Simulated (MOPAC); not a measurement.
A run for MOPAC: PM7 on FGeHO (SMILES [OH][Ge][F]), a point of a torsion scan.

```
PM7 1SCF PRECISE CHARGE=0 THREADS=1
FGeHO

O     -0.81985538 1     0.21447458 1     0.19494460 1
Ge     0.69602128 1     0.85553160 1    -0.38208786 1
F      1.25413863 1     1.44015916 1     1.25659678 1
H     -1.45122627 1    -0.47138471 1     0.00611537 1
```

Output:

```
*******************************************************************************
 **                                                                           **
 **                              MOPAC v23.2.5                                **
 **                                                                           **
 *******************************************************************************
 ** MOPAC's Digital Object Identifier: https://doi.org/10.5281/zenodo.6511958 **
 **                                                                           **
 ** Please cite the open-source release paper for use of this MOPAC version:  **
 ** J. E. Moussa and J. J. P. Stewart (2026)                                  **
 ** MOPAC: An open-source semiempirical molecular orbital program             **
 ** J. Open Source Softw., 11(119), 8025, https://doi.org/10.21105/joss.08025 **
 *******************************************************************************

                              PM7 CALCULATION RESULTS

 *******************************************************************************
 *  PM7        - The PM7 Hamiltonian to be used
 *
 *
 *
 *                 CHARGE ON SYSTEM = 0
 *
 *
 *
 *  PRECISE    - TIGHTER CRITERIA TO BE USED
 *  1SCF       - DO 1 SCF AND THEN STOP
 *  THREADS=1  - MULTI-THREADING NOT USED
 *  T=         - A TIME OF 172800.0 SECONDS REQUESTED
 *  DUMP=N     - RESTART FILE WRITTEN EVERY 7200.0 SECONDS REQUESTED
 *******************************************************************************
PM7 1SCF PRECISE CHARGE=0 THREADS=1
 FGeHO

   ATOM   CHEMICAL          X               Y               Z
  NUMBER   SYMBOL      (ANGSTROMS)     (ANGSTROMS)     (ANGSTROMS)

     1       O         -0.81985538  *   0.21447458  *   0.19494460  *
     2      Ge          0.69602128  *   0.85553160  *  -0.38208786  *
     3       F          1.25413863  *   1.44015916  *   1.25659678  *
     4       H         -1.45122627  *  -0.47138471  *   0.00611537  *



          CARTESIAN COORDINATES

    NO.       ATOM           X           Y           Z

     1         O         -0.8199      0.2145      0.1949
     2        Ge          0.6960      0.8555     -0.3821
     3         F          1.2541      1.4402      1.2566
     4         H         -1.4512     -0.4714      0.0061

 General Reference for PM7:
 "Optimization of Parameters for Semiempirical Methods VI: More Modifications to the
 NDDO Approximations and Re-optimization of Parameters", J. J. P. Stewart, J. Mol. Mod., 1:32, 19 (2013)
 https://link.springer.com/article/10.1007/s00894-012-1667-x

           Empirical Formula: H O Ge F  =     4 atoms



      MOLECULAR POINT GROUP   :   C1


      RHF CALCULATION, NO. OF DOUBLY OCCUPIED LEVELS = 9


 -------------------------------------------------------------------------------
 PM7 1SCF PRECISE CHARGE=0 THREADS=1
 FGeHO



     1SCF WAS SPECIFIED, SO BFGS WAS NOT USED
     SCF FIELD WAS ACHIEVED


                              PM7 CALCULATION
                                                       MOPAC v23.2.5 Linux




          FINAL HEAT OF FORMATION =       -106.11117 KCAL/MOL =    -443.96912 KJ/MOL


          COSMO AREA              =         92.98 SQUARE ANGSTROMS
          COSMO VOLUME            =         78.99 CUBIC ANGSTROMS

          IONIZATION POTENTIAL    =         10.149476 EV
          HOMO LUMO ENERGIES (EV) =        -10.149 -0.901
          NO. OF FILLED LEVELS    =          9
          MOLECULAR WEIGHT        =        108.5957         POINT GROUP:  C1

          MOLECULAR DIMENSIONS (Angstroms)

            Atom       Atom       Distance
            H     4    F     3     3.54072
            F     3   Ge     2     1.26256
            H     4    O     1     0.21219


          SCF CALCULATIONS        =          1





   ATOM   CHEMICAL          X               Y               Z
  NUMBER   SYMBOL      (ANGSTROMS)     (ANGSTROMS)     (ANGSTROMS)

     1       O         -0.81985538  *   0.21447458  *   0.19494460  *
     2      Ge          0.69602128  *   0.85553160  *  -0.38208786  *
     3       F          1.25413863  *   1.44015916  *   1.25659678  *
     4       H         -1.45122627  *  -0.47138471  *   0.00611537  *

                             CARTESIAN COORDINATES

   1    O       -0.819855380     0.214474580     0.194944600
   2   Ge        0.696021280     0.855531600    -0.382087860
   3    F        1.254138630     1.440159160     1.256596780
   4    H       -1.451226270    -0.471384710     0.006115370


           Empirical Formula: H O Ge F  =     4 atoms



      MOLECULAR POINT GROUP   :   C1


                  EIGENVALUES
 -35.28964 -26.54467 -19.18471 -14.58929 -12.37258 -12.27445 -12.08350 -11.47355
 -10.14948  -0.90115   0.71039   0.98304   6.69330


              NET ATOMIC CHARGES AND DIPOLE CONTRIBUTIONS

  ATOM NO.   TYPE          CHARGE      No. of ELECS.   s-Pop       p-Pop
    1          O          -0.835826        6.8358     1.70393     5.13189
    2         Ge           1.058815        2.9412     1.90557     1.03561
    3          F          -0.579259        7.5793     1.95993     5.61933
    4          H           0.356270        0.6437     0.64373
 DIPOLE           X         Y         Z       TOTAL
 POINT-CHG.     0.858    -1.324    -6.212     6.409
 HYBRID        -0.816    -0.360     1.052     1.379
 SUM            0.043    -1.684    -5.159     5.428


          ATOMIC ORBITAL ELECTRON POPULATIONS

     Atom    s        px        py        pz
    1  O   1.70393   1.59700   1.63181   1.90308
    2 Ge   1.90557   0.34637   0.24346   0.44578
    3  F   1.95993   1.92862   1.91429   1.77643
    4  H   0.64373

 **********************
 *                    *
 * JOB ENDED NORMALLY *
 *                    *
 **********************




 == MOPAC DONE ==
```

The run finished.

Cost: roughly 0.03 core-seconds.
